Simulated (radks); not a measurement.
Results of a calculation; reference values are marked as such.
Problem. Coherent X-ray form factor from a spherical all-electron density. Code: a radial shooting solver on a logarithmic mesh with Libxc functionals. Model: Dirac Kohn-Sham, BLYP, spin-unpolarised, spherical densities, point nucleus.

sin(theta)/lambda (1/angstrom)  f0 (electrons)
0.05                                    53.086
0.1                                     50.645
0.15                                    47.369
0.2                                     43.931
0.25                                    40.736
0.3                                     37.917
0.4                                     33.238
0.5                                     29.378
0.6                                     26.078
0.8                                     21.087
1                                       17.904
1.25                                    15.171
1.5                                     12.833
2                                        8.888

The species is in the configuration that NIST lists as its ground one. Which atom or ion scatters so?

Solution. The caesium ion Cs+, [Xe]. Extrapolating in s^2 from the first two rows gives f0(0) = 53.9, near the electron count 54; among species with that count, the fall with angle is slower the higher Z, and the table is that of Z = 55; from so few rows the species is fixed only to a neighbour or two.
